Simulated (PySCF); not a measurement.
How methods differ on the electron affinity of Os

Os⁻ [Xe] 4f14 5d7 6s2 (4F) → Os [Xe] 4f14 5d6 6s2 (5D), as a difference of total energies. Computed with PySCF 2.14 in aug-cc-pwCVDZ-PP with ECP60MDF (6s6p5d3f, 70 functions), with scalar relativity through the core potential. Correlated levels: valence: 5s2 5p6 frozen; valence and next inner shell: nothing frozen outside the core potential. The calculations carry no spin-orbit coupling.

```json
{"method": "UHF", "electron affinity (eV)": "-0.620"}
{"method": "LDA", "electron affinity (eV)": "1.379"}
{"method": "PBE", "electron affinity (eV)": "1.245"}
{"method": "r2SCAN", "electron affinity (eV)": "1.012"}
{"method": "LC-wPBE", "electron affinity (eV)": "0.658"}
{"method": "HSE06", "electron affinity (eV)": "1.007"}
{"method": "M06-L", "electron affinity (eV)": "0.900"}
{"method": "TPSSh", "electron affinity (eV)": "1.084"}
{"method": "MP2 (valence)", "electron affinity (eV)": "0.572"}
{"method": "MP2 (valence and next inner shell)", "electron affinity (eV)": "0.417"}
{"method": "SCS-MP2 (valence and next inner shell)", "electron affinity (eV)": "0.405"}
```

Problem. Estimate what SCS-MP2 (valence) gives.

Solution. 0.659 eV, closest to LC-wPBE among the rows shown.

Problem. Estimate what PBE0 gives.

Solution. 0.976 eV, closest to HSE06 among the rows shown.

The reference lies between the lowest fine-structure levels, while these numbers refer to the centres of the terms.

Errors of the correlated levels include the incompleteness of this basis and the frozen core.

A negative affinity means that the anion lies above the atom at that level of theory.

In the anion the highest occupied orbital energy is positive at LDA, PBE, PBE0, r2SCAN, HSE06, M06-L, TPSSh, a self-interaction effect; the basis confines that electron, and the energy difference can still be sensible.

For comparison: 1.078 eV (measured; photodetachment measurements, as compiled on the Wikipedia data page of electron affinities).
